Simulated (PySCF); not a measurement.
HNaO. Atoms are numbered in the order given.

```xyz
3

Na     0.0000     0.0000    -0.9200
O      0.0000     0.0000     1.0187
H      0.0000     0.0000     1.9705
```

Coordinates come from a PBE0-D3(BJ)/def2-TZVPD optimisation. The isomer is the one that the SMILES or the coordinates give; other isomers of the formula were not compared.

The numbers are results of PySCF with r2SCAN/def2-TZVPD, not measurements.

Isolated molecule, no solvent.

The total energy is -238.09629 hartree, the point group is C∞v and the highest occupied level is -3.98 eV. The lowest empty level is -1.02 eV and the orbital gap is 2.95 eV. The dipole moment comes out as 6.65 D, the quadrupole, principal values (traceless, Buckingham form, about the centre of nuclear charge) comes out as -3.23, -3.23, 6.45 D·Å and the mean static polarisability is 22.8 bohr³ (3.38 Å³). The polarisability, principal values is 21.7, 23.4, 23.4 bohr³.
